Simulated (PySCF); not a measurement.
**Basis-set dependence of population analyses: `N#C[SiH2]O/C=C\F`**

Compound: C3H4FNOSi.
Structure used (PBE0-D3(BJ)/def2-SVP), in Å, numbered top down from 1:
```xyz
11
C3H4FNOSi angstrom
N      0.0900    2.4485    0.1595
C      0.1129    1.2895    0.1609
Si     0.1507   -0.5695    0.1324
O      1.4493   -1.0786   -0.7848
C      2.7732   -0.8604   -0.6570
C      3.3667   -0.2529    0.3694
F      2.6520    0.2074    1.4049
H     -1.0465   -1.0265   -0.6081
H      0.1748   -1.0673    1.5281
H      3.3713   -1.2318   -1.4920
H      4.4407   -0.0819    0.4455
```

PBE0 throughout (PySCF), one geometry, spherical d and f functions. Geometry: PBE0-D3(BJ)/def2-SVP, one conformer, isolated molecule. The first 7 of 10 kinds of atom are listed.

Mulliken charges (e):

| basis | functions | N1 | C2 | Si3 | O4 | C5 | C6 | F7 |
| --- | --- | --- | --- | --- | --- | --- | --- | --- |
| STO-3G | 43 | -0.190 | -0.138 | +0.801 | -0.339 | -0.021 | -0.035 | -0.082 |
| 6-31G | 75 | -0.264 | -0.133 | +1.021 | -0.751 | +0.128 | +0.092 | -0.308 |
| pcSseg-0 | 75 | -0.372 | -0.278 | +1.226 | -0.844 | +0.102 | +0.082 | -0.341 |
| 6-31G* | 110 | -0.254 | -0.012 | +0.691 | -0.562 | +0.055 | +0.103 | -0.289 |
| cc-pVDZ | 122 | -0.105 | -0.160 | +0.558 | -0.379 | +0.105 | +0.110 | -0.167 |
| def2-SVP | 122 | -0.051 | -0.266 | +0.676 | -0.442 | +0.130 | +0.132 | -0.207 |
| aug-cc-pVDZ | 201 | -0.347 | +0.009 | +0.316 | -0.812 | +0.609 | +0.907 | -0.473 |
| 6-311+G(2d,p) | 221 | -0.233 | -0.181 | +0.898 | -0.573 | +0.073 | +0.041 | -0.235 |
| def2-TZVP | 247 | -0.029 | -0.214 | +0.413 | -0.298 | -0.024 | +0.046 | -0.188 |
| cc-pVTZ | 270 | -0.057 | -0.188 | +0.409 | -0.255 | -0.034 | +0.036 | -0.168 |
| IGLO-III | 294 | -0.305 | -0.053 | +0.995 | -0.462 | -0.004 | +0.122 | -0.247 |
| pcSseg-2 | 315 | -0.126 | -0.181 | +0.845 | -0.536 | +0.158 | +0.170 | -0.267 |

IAO charges (e):

| basis | functions | N1 | C2 | Si3 | O4 | C5 | C6 | F7 |
| --- | --- | --- | --- | --- | --- | --- | --- | --- |
| STO-3G | 43 | -0.140 | -0.198 | +0.895 | -0.402 | -0.075 | -0.064 | -0.101 |
| 6-31G | 75 | -0.164 | -0.157 | +0.853 | -0.529 | -0.001 | +0.026 | -0.251 |
| pcSseg-0 | 75 | -0.167 | -0.165 | +0.878 | -0.526 | -0.001 | +0.027 | -0.241 |
| 6-31G* | 110 | -0.174 | -0.178 | +0.982 | -0.565 | +0.011 | +0.064 | -0.255 |
| cc-pVDZ | 122 | -0.168 | -0.180 | +0.969 | -0.559 | +0.010 | +0.058 | -0.255 |
| def2-SVP | 122 | -0.166 | -0.181 | +0.984 | -0.558 | +0.012 | +0.061 | -0.256 |
| aug-cc-pVDZ | 201 | -0.182 | -0.169 | +0.974 | -0.568 | +0.010 | +0.057 | -0.267 |
| 6-311+G(2d,p) | 221 | -0.182 | -0.177 | +1.007 | -0.577 | +0.010 | +0.058 | -0.268 |
| def2-TZVP | 247 | -0.180 | -0.181 | +1.019 | -0.580 | +0.011 | +0.062 | -0.267 |
| cc-pVTZ | 270 | -0.177 | -0.179 | +1.005 | -0.576 | +0.011 | +0.061 | -0.266 |
| IGLO-III | 294 | -0.182 | -0.179 | +1.017 | -0.579 | +0.010 | +0.059 | -0.268 |
| pcSseg-2 | 315 | -0.180 | -0.180 | +1.017 | -0.579 | +0.011 | +0.060 | -0.268 |

Hirshfeld charges (e):

| basis | functions | N1 | C2 | Si3 | O4 | C5 | C6 | F7 |
| --- | --- | --- | --- | --- | --- | --- | --- | --- |
| STO-3G | 43 | -0.167 | -0.078 | +0.545 | -0.188 | +0.002 | -0.021 | -0.038 |
| 6-31G | 75 | -0.168 | -0.051 | +0.454 | -0.226 | +0.016 | +0.003 | -0.075 |
| pcSseg-0 | 75 | -0.171 | -0.051 | +0.469 | -0.206 | +0.011 | +0.001 | -0.069 |
| 6-31G* | 110 | -0.181 | -0.036 | +0.428 | -0.197 | +0.011 | +0.009 | -0.059 |
| cc-pVDZ | 122 | -0.174 | -0.045 | +0.434 | -0.179 | +0.002 | 0.000 | -0.049 |
| def2-SVP | 122 | -0.179 | -0.039 | +0.439 | -0.182 | +0.006 | +0.005 | -0.057 |
| aug-cc-pVDZ | 201 | -0.188 | -0.042 | +0.458 | -0.204 | +0.005 | +0.006 | -0.064 |
| 6-311+G(2d,p) | 221 | -0.189 | -0.041 | +0.458 | -0.204 | +0.005 | +0.009 | -0.066 |
| def2-TZVP | 247 | -0.187 | -0.038 | +0.448 | -0.197 | +0.006 | +0.007 | -0.063 |
| cc-pVTZ | 270 | -0.185 | -0.039 | +0.444 | -0.192 | +0.005 | +0.005 | -0.058 |
| IGLO-III | 294 | -0.192 | -0.037 | +0.450 | -0.197 | +0.004 | +0.006 | -0.065 |
| pcSseg-2 | 315 | -0.187 | -0.038 | +0.454 | -0.202 | +0.006 | +0.008 | -0.065 |

ESP-fitted charges (e):

```csv
basis,functions,N1,C2,Si3,O4,C5,C6,F7
STO-3G,43,-0.350,+0.169,+0.504,-0.205,-0.082,+0.026,-0.063
6-31G,75,-0.372,+0.195,+0.575,-0.363,-0.077,+0.080,-0.171
pcSseg-0,75,-0.372,+0.149,+0.733,-0.367,-0.116,+0.082,-0.179
6-31G*,110,-0.350,+0.172,+0.450,-0.226,-0.122,-0.036,-0.093
cc-pVDZ,122,-0.335,+0.164,+0.398,-0.182,-0.150,-0.025,-0.097
def2-SVP,122,-0.345,+0.168,+0.459,-0.212,-0.134,+0.005,-0.117
aug-cc-pVDZ,201,-0.376,+0.211,+0.383,-0.155,-0.180,-0.016,-0.103
"6-311+G(2d,p)",221,-0.368,+0.196,+0.394,-0.165,-0.181,-0.028,-0.103
def2-TZVP,247,-0.367,+0.199,+0.392,-0.156,-0.177,-0.032,-0.100
cc-pVTZ,270,-0.359,+0.185,+0.406,-0.163,-0.170,-0.034,-0.096
IGLO-III,294,-0.371,+0.202,+0.384,-0.157,-0.172,-0.033,-0.099
pcSseg-2,315,-0.370,+0.198,+0.425,-0.179,-0.166,-0.010,-0.113
```

Problem. Which scheme is steadiest as the basis changes?

Solution. Largest range over the bases for any column: Hirshfeld 0.12 e, IAO 0.18 e, ESP-fitted 0.35 e, Mulliken 0.94 e. Hirshfeld charges move least and Mulliken charges most, counted in e. Without the minimal STO-3G basis the ranges are Hirshfeld 0.05, IAO 0.17, ESP-fitted 0.35, Mulliken 0.91 e.

Problem. How much do the charges still move between the two largest bases, IGLO-III and pcSseg-2?

Solution. At most, over all atoms: Mulliken 0.179 e, IAO 0.002 e, Hirshfeld 0.005 e, ESP-fitted 0.041 e.

Problem. What do the same runs give for the total energy, the frontier levels and the dipole moment?

Solution. 
| basis | energy (Eh) | HOMO (eV) | LUMO (eV) | μ (D) |
| --- | --- | --- | --- | --- |
| STO-3G | -627.5618 | -3.66 | 3.53 | 3.03 |
| 6-31G | -635.3458 | -7.09 | -0.84 | 3.34 |
| pcSseg-0 | -634.3731 | -7.31 | -0.94 | 3.63 |
| 6-31G* | -635.4892 | -6.99 | -0.79 | 3.45 |
| cc-pVDZ | -635.5302 | -7.08 | -0.81 | 3.42 |
| def2-SVP | -635.1635 | -7.21 | -0.85 | 3.45 |
| aug-cc-pVDZ | -635.5561 | -7.29 | -1.16 | 3.63 |
| 6-311+G(2d,p) | -635.6336 | -7.34 | -1.22 | 3.67 |
| def2-TZVP | -635.6713 | -7.30 | -1.14 | 3.63 |
| cc-pVTZ | -635.6561 | -7.25 | -1.04 | 3.59 |
| IGLO-III | -635.6747 | -7.32 | -1.14 | 3.66 |
| pcSseg-2 | -635.6751 | -7.35 | -1.18 | 3.62 |

The dipole is fixed by the density alone, so its range of 0.64 D shows that the density itself changes with the basis, not only its division among atoms.
